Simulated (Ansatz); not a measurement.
Cost and result for the atomization energy of `[BH]1C[O][SnH2]1` (9 atoms, 9 bonds).

Z-matrix (Å, degrees):
```
C
O 1 1.424
Sn 1 2.624 2 50.0
B 1 1.556 2 108.8 3 -0.0
H 1 1.107 2 111.6 3 122.0
H 1 1.107 2 111.6 3 -122.1
H 3 1.712 1 123.3 2 -74.9
H 3 1.712 1 123.2 2 74.9
H 4 1.191 1 131.5 2 -180.0
```

The species carries charge 0 and has multiplicity 1. Correlated methods include outer-core shells of Sn, which these sets cover unevenly. Sn takes the def2 core potential. The structure was optimised at the PBE0-D4/def2-TZVP level. Program: Ansatz. All runs use 2 threads of an Arm Neoverse V2 on a shared host. Times are those of one run each, without the atoms' runs, and a repeat can differ threefold. Electronic energies, without spin–orbit coupling; frozen cores. CCSD(T)/CBS adds CCSD(T) − MP2 in def2-TZVPP to the MP2 limit, and its time is that of the two runs behind it. T1 = 0.015. With those shells the extrapolation isn't a true limit. B3LYP takes the VWN-RPA correlation (the form of Gaussian; ORCA's B3LYP/G).

CCSD(T)/CBS is a level of theory with its own doubt, some kJ/mol a heavy atom from the limit and from the frozen cores, so smaller differences don't rank the functionals.

| level | functions | wall time | atomization (kcal/mol) | difference from CCSD(T)/CBS | per bond |
| --- | --- | --- | --- | --- | --- |
| LDA (SPW92)/def2-TZVPP | 213 | 1.6 s | 810.8 | 111.5 | 12.4 |
| revPBE-D4/def2-TZVPP | 213 | 2.7 s | 692.3 | -7.0 | -0.8 |
| PBE0-D4/def2-TZVPP | 213 | 3.7 s | 697.7 | -1.6 | -0.2 |
| CAM-B3LYP-D4/def2-TZVPP | 213 | 4.2 s | 700.3 | 1.0 | 0.1 |
| B3LYP-D4/def2-TZVPP (with forces) | 213 | 6 s | 695.6 | -3.7 | -0.4 |
| r2SCAN-D4/def2-TZVPP (with forces) | 213 | 7 s | 701.5 | 2.2 | 0.2 |
| CCSD(T)/def2-SVP | 93 | 7 s | 651.4 | -47.9 | -5.3 |
| ωB97X-V/def2-TZVPP | 213 | 11 s | 702.3 | 3.0 | 0.3 |
| B97M-V/def2-TZVPP | 213 | 14 s | 707.1 | 7.8 | 0.9 |
| ωB97M-V/def2-TZVPP (with forces) | 213 | 15 s | 698.9 | -0.4 | 0.0 |
| MP2/def2-QZVPP | 403 | 23 s | 698.8 | -0.5 | -0.1 |
| CCSD(T)/def2-TZVPP | 213 | 2.8 min | 679.3 | -20.0 | -2.2 |
| CCSD(T)/CBS(def2) | – | 3.2 min | 699.3 | 0.0 | 0.0 |

From PBE to PBE0 (25 % exact exchange), in def2-TZVPP and without D4, the atomization energy moves by −13.8 kcal/mol: exact exchange takes away binding that semilocal exchange gives to molecules. The D4 term adds +6.8 kcal/mol with B3LYP and +3.5 kcal/mol with PBE0; it sums over pairs of atoms, weighted by their polarisabilities, and B3LYP, whose exchange is more repulsive, gets the larger term. At CCSD(T), def2-SVP lies −47.9 kcal/mol from the extrapolated value and def2-TZVPP −20.0 kcal/mol: correlation converges slowly with the basis, and small sets miss more of it in the bonded molecule than in its fragments.

Spin–orbit coupling would lower the free Sn atoms strongly, and the atomization energy with them, by more than many differences here. For some Ge, Se and Sn compounds the MP2-based and the directly extrapolated limit differ by 10 to 25 kJ/mol.
